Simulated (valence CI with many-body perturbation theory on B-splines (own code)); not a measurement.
## Sensitivity of CI+MBPT for Ge XXVIII

Computed by configuration interaction combined with many-body perturbation theory (CI+MBPT): three valence electrons over a frozen Dirac-Fock core [He], a basis of 6 s, 6 p, 5 d, 3 f, 1 g functions for each j, with the one-electron correlation potential Σ1 (screened to all orders), the two-electron term Σ2, the three-electron term Σ3, Breit, model QED; selected single and double excitations, second order for the rest, scaled by the run's own slope (own B-spline code, finite nucleus).

No measured spectrum was set against this ion. As an estimate, large intervals hold to a few tenths of a per cent, small ones and those within an open d or f shell to about a per cent.

The reference run has the lowest level 2s²2p ²P°_1/2 and an ionisation energy of 2882.57 eV. Its largest variational space holds 4328 state functions.

Names give the largest LS component (configuration and term), which can be under half, so a name can repeat, a term be missing and a line seem to break the LS rules; names also repeat where a configuration has a term twice.

Changed runs:
A. cutoff of virtual states (hartree) 2048 → 6000
B. cutoff of virtual states (hartree) 2048 → 1500
C. hole-hole ladder in Σ2 on → off
D. box radius (bohr) 2.0846 → 0.7 (bad on purpose)

Excitation energies of the reference run in cm⁻¹, and shifts in cm⁻¹:

```csv
Level,Reference,A,B,C,D
2s²2p ²P°_3/2,294462,+23,-15,-5.1,+78
2s2p² ⁴P_1/2,572744,+43,-62,-75,-520
2s2p² ⁴P_3/2,740603,+60,-72,-92,-471
2s2p² ⁴P_5/2,845680,+64,-76,-92,-448
2s2p² ²D_3/2,1101100,+62,-76,-92,-337
2s2p² ²P_1/2,1196750,+57,-73,-55,-273
2s2p² ²D_5/2,1209320,+76,-85,-92,-315
2s2p² ²S_1/2,1511640,+81,-88,+22,-167
2s2p² ²P_3/2,1523690,+81,-88,-92,-167
2p³ ⁴S°_3/2,1805460,+103,-137,-56,-824
2p³ ²D°_3/2,2034920,+117,-147,-79,-753
2p³ ²D°_5/2,2108690,+120,-150,-92,-753
Ionisation energy (eV),2882.57,+0.015,-0.009,-0.0023,-0.13
```
